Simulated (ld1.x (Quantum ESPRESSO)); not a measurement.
nitrogen: one change to an RRKJ potential, before and after

```
Element                 : nitrogen (N)
Generator               : ld1.x (Quantum ESPRESSO) 7.5
Type                    : norm-conserving RRKJ (Kleinman–Bylander form)
Functional              : PBE
Relativity              : non-relativistic
Frozen core             : [He]
Valence charge          : 5
Reference configuration : 2s2 2p2.5 (charge +0.5)
Partial waves           : 2s (bound): rc 1.00 bohr; 2p (bound): rc 1.95 bohr; 3d channel at 0.05 Ry: rc 1.55 bohr
Local potential         : the d channel
Core correction         : a·sin(br)/r model core inside 0.45 bohr
```

Change: all radii but the core radius scaled by about 0.84 (s 0.84, p 1.64, d 1.30 bohr).

Cutoffs: the cutoffs (Ry, on a coarse ladder) from which the occupation-weighted sum of valence levels, in a spherical-Bessel basis at the reference potential, stays within 10 and 1 mRy of its value at 400 Ry; they do not see the model core or the augmentation charge, which bear on the density cutoff. Errors are all-electron minus pseudo energies relative to the spin-unpolarised reference configuration.

Q: What does the change do?

A: The potential gets neither clearly harder nor softer (80 Ry and 100 Ry → 70 Ry and 110 Ry); of the 7 tests that both files solve, the error grows in 0 and shrinks in 7 by more than 15 % and 0.3 meV (median size 64.5 → 24.7 meV); neither file shows a bound ghost. Less of the atom is replaced, so other configurations are described better.

```tsv
quantity	base	changed
cutoff, loose	80 Ry	70 Ry
cutoff, tight	100 Ry	110 Ry
loose cutoff by channel (10 mRy a level)	s 70 Ry, p 30 Ry	s 60 Ry, p 35 Ry
bound ghosts	none	none
error for 2s2 2p3, meV [ΔE -5.10 eV]	+7.0	+2.8
error for 2s2 2p2, meV [ΔE 8.50 eV]	+20	+8.9
error for 2s2 2p1, meV [ΔE 37.36 eV]	+366	+178
error for 2s2 2p0, meV [ΔE 84.44 eV]	+1745	+917
error for 2s2 2p3.3, meV [ΔE -6.72 eV]	+12	+4.6
error for 2s1 2p3, meV [ΔE 20.25 eV]	-65	-25
error for 2s0 2p5, meV [ΔE 17.88 eV]	+72	+50
```
